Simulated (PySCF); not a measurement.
TeCl2, SMILES Cl[Te]Cl.

Geometry: PBE-D3(BJ)/def2-TZVP. The isomer is the one that the SMILES or the coordinates give; other isomers of the formula were not compared. The def2 effective core potentials stand for the cores of Te; spin–orbit coupling is left out.

The numbers are results of TDDFT-ωB97X/def2-SVPD (PySCF 2.14.0), not measurements.

Vertical excitations.  State labels are in the subgroup C2v.

Computed lowest excited states:
```tsv
state	symmetry	energy (eV)	λ (nm)	f	main pairs
S1	A2	2.40	516	0.000	HOMO→LUMO+1 99 %
S2	B1	2.44	508	0.000	HOMO→LUMO 99 %
S3	B2	5.42	229	0.001	HOMO−1→LUMO 67 %, HOMO−2→LUMO+1 29 %
S4	A1	5.53	224	0.019	HOMO−2→LUMO 50 %, HOMO−1→LUMO+1 41 %
S5	A2	5.66	219	0.000	HOMO−3→LUMO 88 %
S6	B1	5.93	209	0.000	HOMO−3→LUMO+1 69 %, HOMO−4→LUMO 24 %
S7	A1	6.03	206	0.015	HOMO−1→LUMO+1 53 %, HOMO−2→LUMO 45 %
S8	B1	6.37	195	0.112	HOMO→LUMO+2 71 %, HOMO→LUMO+3 19 %
S9	B1	6.71	185	0.001	HOMO−4→LUMO 72 %, HOMO−3→LUMO+1 23 %
S10	B2	6.73	184	0.168	HOMO−2→LUMO+1 61 %, HOMO−1→LUMO 24 %, HOMO−6→LUMO 10 %
T1	B1	1.75	710	0	HOMO→LUMO 97 %
T2	A2	1.81	686	0	HOMO→LUMO+1 96 %
T3	B2	4.84	256	0	HOMO−1→LUMO 65 %, HOMO−2→LUMO+1 30 %
T4	A1	4.91	253	0	HOMO−2→LUMO 79 %, HOMO−1→LUMO+1 15 %
```
Triplets are in the Tamm–Dancoff approximation, which puts them higher than full response would, so one can lie above its singlet here.
